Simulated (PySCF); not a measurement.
Si(F)2(I)(OMe) (CH3F2IOSi), SMILES F[Si](F)(OC)I. Geometry optimised at PBE-D3(BJ)/def2-SVP. This is a generated structure with no PubChem entry under its InChIKey; it may be hypothetical. The def2 effective core potentials stand for the cores of I; spin–orbit coupling is left out. Other conformers were not sampled.

Computed equilibrium geometry at PBE-D3(BJ)/def2-SVP (PySCF confirms it by a frequency run) as bond lengths and angles (one conformer of several):
Atoms: C1 O2 Si3 F4 F5 I6 H7 H8 H9. Bonds (Å): C1–O2 1.421, C1–H7 1.107, C1–H8 1.112, C1–H9 1.111, O2–Si3 1.639, Si3–F4 1.622, Si3–F5 1.614, Si3–I6 2.431. Angles (°): O2–C1–H7 107.9, O2–C1–H8 111.6, O2–C1–H9 111.3, H7–C1–H8 108.6, H7–C1–H9 108.7, H8–C1–H9 108.7, C1–O2–Si3 127.3, O2–Si3–F4 111.6, O2–Si3–F5 106.8, O2–Si3–I6 112.6, F4–Si3–F5 107.2, F4–Si3–I6 108.2, F5–Si3–I6 110.4.
Charge 0, spin multiplicity 1.
